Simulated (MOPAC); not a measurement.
Input for MOPAC: PM3 on CdH4Si (SMILES [SiH3][CdH]), a point of a bond scan (R = 1.189 Å).

```
PM3 1SCF PRECISE CHARGE=0 THREADS=1
CdH4Si

Cd    -0.56643322 1    -0.31054170 1    -0.07977578 1
H     -2.04529859 1    -1.12131577 1    -0.28805742 1
Si     1.63488208 1     0.89630877 1     0.23025485 1
H      2.12628561 1     0.65430155 1     1.28604400 1
H      1.47089364 1     2.37203423 1     0.15366084 1
H      2.62571392 1     0.51316070 1    -0.80992508 1
```

Program output:

```
*******************************************************************************
 **                                                                           **
 **                              MOPAC v23.2.5                                **
 **                                                                           **
 *******************************************************************************
 ** MOPAC's Digital Object Identifier: https://doi.org/10.5281/zenodo.6511958 **
 **                                                                           **
 ** Please cite the open-source release paper for use of this MOPAC version:  **
 ** J. E. Moussa and J. J. P. Stewart (2026)                                  **
 ** MOPAC: An open-source semiempirical molecular orbital program             **
 ** J. Open Source Softw., 11(119), 8025, https://doi.org/10.21105/joss.08025 **
 *******************************************************************************

                              PM3 CALCULATION RESULTS

 *******************************************************************************
 *  PM3        - The PM3 Hamiltonian to be used
 *
 *
 *
 *                 CHARGE ON SYSTEM = 0
 *
 *
 *
 *  PRECISE    - TIGHTER CRITERIA TO BE USED
 *  1SCF       - DO 1 SCF AND THEN STOP
 *  THREADS=1  - MULTI-THREADING NOT USED
 *  T=         - A TIME OF 172800.0 SECONDS REQUESTED
 *  DUMP=N     - RESTART FILE WRITTEN EVERY 7200.0 SECONDS REQUESTED
 *******************************************************************************
PM3 1SCF PRECISE CHARGE=0 THREADS=1
 CdH4Si

   ATOM   CHEMICAL          X               Y               Z
  NUMBER   SYMBOL      (ANGSTROMS)     (ANGSTROMS)     (ANGSTROMS)

     1      Cd         -0.56643322  *  -0.31054170  *  -0.07977578  *
     2       H         -2.04529859  *  -1.12131577  *  -0.28805742  *
     3      Si          1.63488208  *   0.89630877  *   0.23025485  *
     4       H          2.12628561  *   0.65430155  *   1.28604400  *
     5       H          1.47089364  *   2.37203423  *   0.15366084  *
     6       H          2.62571392  *   0.51316070  *  -0.80992508  *



          CARTESIAN COORDINATES

    NO.       ATOM           X           Y           Z

     1        Cd         -0.5664     -0.3105     -0.0798
     2         H         -2.0453     -1.1213     -0.2881
     3        Si          1.6349      0.8963      0.2303
     4         H          2.1263      0.6543      1.2860
     5         H          1.4709      2.3720      0.1537
     6         H          2.6257      0.5132     -0.8099

  H: (PM3): J. J. P. STEWART, J. COMP. CHEM. 10, 209 (1989).
 Si: (PM3): J. J. P. STEWART, J. COMP. CHEM. 10, 209 (1989).
 Cd: (PM3): J. J. P. STEWART, J. COMP. CHEM. 12, 320-341 (1991).

           Empirical Formula: H4 Cd Si  =     6 atoms



      MOLECULAR POINT GROUP   :   Cs


      RHF CALCULATION, NO. OF DOUBLY OCCUPIED LEVELS = 5


 -------------------------------------------------------------------------------
 PM3 1SCF PRECISE CHARGE=0 THREADS=1
 CdH4Si



     1SCF WAS SPECIFIED, SO BFGS WAS NOT USED
     SCF FIELD WAS ACHIEVED


                              PM3 CALCULATION
                                                       MOPAC v23.2.5 Linux




          FINAL HEAT OF FORMATION =         -2.48028 KCAL/MOL =     -10.37747 KJ/MOL


          COSMO AREA              =        103.61 SQUARE ANGSTROMS
          COSMO VOLUME            =         87.87 CUBIC ANGSTROMS

          IONIZATION POTENTIAL    =          8.096509 EV
          HOMO LUMO ENERGIES (EV) =         -8.097  1.043
          NO. OF FILLED LEVELS    =          5
          MOLECULAR WEIGHT        =        144.5271         POINT GROUP:  Cs

          MOLECULAR DIMENSIONS (Angstroms)

            Atom       Atom       Distance
            H     6    H     2     4.97616
            H     5    H     6     2.32109
            H     6    H     4     1.76048


          SCF CALCULATIONS        =          1





   ATOM   CHEMICAL          X               Y               Z
  NUMBER   SYMBOL      (ANGSTROMS)     (ANGSTROMS)     (ANGSTROMS)

     1      Cd         -0.56643322  *  -0.31054170  *  -0.07977578  *
     2       H         -2.04529859  *  -1.12131577  *  -0.28805742  *
     3      Si          1.63488208  *   0.89630877  *   0.23025485  *
     4       H          2.12628561  *   0.65430155  *   1.28604400  *
     5       H          1.47089364  *   2.37203423  *   0.15366084  *
     6       H          2.62571392  *   0.51316070  *  -0.80992508  *

                             CARTESIAN COORDINATES

   1   Cd       -0.566433220    -0.310541700    -0.079775780
   2    H       -2.045298590    -1.121315770    -0.288057420
   3   Si        1.634882080     0.896308770     0.230254850
   4    H        2.126285610     0.654301550     1.286044000
   5    H        1.470893640     2.372034230     0.153660840
   6    H        2.625713920     0.513160700    -0.809925080


           Empirical Formula: H4 Cd Si  =     6 atoms



      MOLECULAR POINT GROUP   :   Cs


                  EIGENVALUES
 -17.03400 -13.07109 -11.62727 -11.38549  -8.09651   1.04305   2.36394   2.38305
   2.74766  21.57923  21.58101  22.21258


              NET ATOMIC CHARGES AND DIPOLE CONTRIBUTIONS

  ATOM NO.   TYPE          CHARGE      No. of ELECS.   s-Pop       p-Pop
    1         Cd           1.096812        0.9032     0.87854     0.02465
    2          H          -0.432206        1.4322     1.43221
    3         Si          -0.139455        4.1395     1.12436     3.01509
    4          H          -0.241313        1.2413     1.24131
    5          H          -0.141919        1.1419     1.14192
    6          H          -0.141919        1.1419     1.14192
 DIPOLE           X         Y         Z       TOTAL
 POINT-CHG.    -5.090    -2.634    -1.020     5.821
 HYBRID         2.787     1.331     0.772     3.184
 SUM           -2.303    -1.302    -0.248     2.657


          ATOMIC ORBITAL ELECTRON POPULATIONS

     Atom    s        px        py        pz
    1 Cd   0.87854   0.01810   0.00575   0.00079
    2  H   1.43221
    3 Si   1.12436   1.19507   0.96982   0.85020
    4  H   1.24131
    5  H   1.14192
    6  H   1.14192

 **********************
 *                    *
 * JOB ENDED NORMALLY *
 *                    *
 **********************




 == MOPAC DONE ==
```

The run finished.

Cost: roughly 0.03 core-seconds.
